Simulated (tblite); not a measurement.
Task: What does the GFN2-xTB structure of `[H]/N=C/C(C)(C)[SiH2]OC=O` look like in three dimensions?

Result: 
```
atom  x, y, z in Å
C1    -2.066   -0.062    0.695
C2    -0.692   -0.122    0.018
C3    -0.694   -1.243   -1.020
C4    -0.435    1.196   -0.623
N5     0.340    1.962    0.003
Si6    0.702   -0.265    1.328
O7     2.274   -0.190    0.777
C8     2.796   -0.027   -0.404
O9     2.223    0.009   -1.452
H10   -2.851    0.095   -0.044
H11   -2.101    0.748    1.419
H12   -2.263   -0.996    1.214
H13   -1.505   -1.101   -1.735
H14   -0.831   -2.207   -0.535
H15    0.246   -1.255   -1.566
H16   -0.928    1.430   -1.572
H17    0.525    2.875   -0.406
H18    0.690    0.735    2.379
H19    0.665   -1.639    1.849
H20    3.898    0.067   -0.327
```

Any rigid rotation of these coordinates is as good. Atoms count from 1 in this order. Si6 and N5 aren't drawn bonded (3 bonds apart) but lie 2.62 Å from each other; Cordero's covalent radii sum to 1.82 Å. Si6 (oxygen-bound silicon) is distorted tetrahedral (angles from 100.5° to 117.1°). N5 (imine nitrogen) is bent (angle 117.3°). The C–C distances run from 1.488 Å (C2–C4, drawn single) to 1.533 Å (C1–C2, drawn single), a spread of 0.045 Å.

Bonds between heavy atoms (Å): C1–C2 1.533, C2–C3 1.528, C2–C4 1.488, C4=N5 1.256, C2–Si6 1.918, Si6–O7 1.668, O7–C8 1.301, C8=O9 1.196.

Computed geometry: GFN2-xTB, gas phase.

Point group: C1 (no symmetry element, even within 0.4 Å). Its GFN2-xTB frequencies are all real (lowest 60 cm⁻¹). One conformer, not necessarily the lowest (C1–C2–C4–N5 102°, C1–C2–Si6–O7 -174°, C2–Si6–O7–C8 1°, Si6–O7–C8–O9 -7°). 3 starts were optimised and ended at 0.00, 0.89 and 1.20 kcal/mol (GFN2-xTB); the lowest of these is shown.
